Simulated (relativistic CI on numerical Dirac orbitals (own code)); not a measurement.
## Os3+: N6,7 absorption edge

Computed with this model: Dirac-Coulomb-Breit CI, KLI orbitals optimised for each configuration, model QED (radiative potential, 1s self-energy scaled to tabulated hydrogen-like ionisation energies), valence Slater integrals scaled by 0.9, multiplet model of core-to-valence dipole absorption; configurations [Xe] 4f14 5d5 → [Xe] 4f13 5d6; 10 K; Lorentzian 0.3 eV and Gaussian 0.3 eV FWHM. Energies are those of the free ion, without screening or charge transfer. The branching ratio is the share of the lower-energy edge in the whole absorption, uncertain by about 0.02 where the edges overlap. S is read from ⟨S²⟩ = S(S + 1).

Field parameters in Wybourne normalisation: D3d B²₀ = −7Dσ, B⁴₀ = −14Dq − 21Dτ, B⁴₃ = −14√(10/7) Dq. The field is a parameter set, without covalency.

free ion: ground-state S = 2.43, centroid 52.34 eV. Peaks (eV, height): 51.8 (100), 53.6 (57).

D3d, 10Dq = 33250, Dσ = -1200, Dτ = -80 cm⁻¹: ground-state S = 0.60, centroid 53.02 eV. Peaks (eV, height): 49.0 (52), 52.0 (100), 54.7 (96).

Strongest unbroadened transitions for D3d, 10Dq = 33250, Dσ = -1200, Dτ = -80 cm⁻¹:

```csv
Energy (eV),Relative strength
48.89,100.0
48.98,56.5
49.02,49.7
51.85,49.1
51.89,51.0
51.97,83.1
52.02,86.9
52.06,29.5
52.16,24.0
52.30,22.3
52.38,20.2
54.51,29.6
54.68,66.9
54.71,28.4
54.81,24.6
54.82,21.3
54.87,24.6
54.99,34.5
```
